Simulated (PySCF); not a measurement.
PySCF input file for C2H7BOS, SMILES CSB(C)O, IEF-PCM-ωB97X/def2-SVP. Geometry optimised at PBE-D3(BJ)/def2-SVP. Other conformers were not sampled.

```python
import numpy as np
from pyscf import gto, scf, dft
from pyscf.solvent import pcm

mol = gto.M(
    atom='''
    B     0.21475268    0.21798858    0.72844245
    C     0.29408244   -0.33229254    2.21016239
    H    -0.06043611   -1.37628163    2.31207577
    H    -0.31449903    0.29668059    2.89626650
    H     1.33933449   -0.29494525    2.58800584
    O     0.60345275    1.48681153    0.36837376
    H     0.92905746    1.99535449    1.13243100
    S    -0.42076873   -0.86955819   -0.57724816
    C    -0.31942257    0.18746842   -2.06855533
    H    -0.93813296    1.09612360   -1.94691964
    H    -0.69917318   -0.40721579   -2.91977082
    H     0.72680418    0.48772453   -2.26496300
    ''',
    basis='def2-SVP',
    charge=0,
    spin=0,
    max_memory=1600,
    verbose=3,
)
mf = dft.RKS(mol, xc='wb97x').density_fit(auxbasis='def2-universal-jkfit')
mf.grids.level = 3
mf.conv_tol = 1e-9
mf.max_cycle = 100
mf.kernel()
res = {}
for name, eps in {'water': 78.355, 'ethanol': 24.852, 'acetonitrile': 35.688}.items():
    s = mf.PCM()
    s.with_solvent.method, s.with_solvent.eps, s.with_solvent.lebedev_order = 'IEF-PCM', eps, 29
    s.kernel(mf.make_rdm1())
    res[name] = (s.e_tot, eps, s.dip_moment(), s.mo_energy, s.converged)
    print(f'{name}: electrostatic solvation free energy {(s.e_tot - mf.e_tot) * 627.509474:.3f} kcal/mol')
```

Output:

```
converged SCF energy = -578.478293504307

WARN: PCM is an experimental feature. It is still in testing.
Features and APIs may be changed in the future.

converged SCF energy = -578.486861028665
Dipole moment(X, Y, Z, Debye):  1.03439,  2.17770,  1.34417
water: electrostatic solvation free energy -5.376 kcal/mol

WARN: PCM is an experimental feature. It is still in testing.
Features and APIs may be changed in the future.

converged SCF energy = -578.486461796193
Dipole moment(X, Y, Z, Debye):  1.02306,  2.15346,  1.33074
ethanol: electrostatic solvation free energy -5.126 kcal/mol

WARN: PCM is an experimental feature. It is still in testing.
Features and APIs may be changed in the future.

converged SCF energy = -578.486637321023
Dipole moment(X, Y, Z, Debye):  1.02804,  2.16411,  1.33665
acetonitrile: electrostatic solvation free energy -5.236 kcal/mol
```

The calculation finished and met its thresholds.
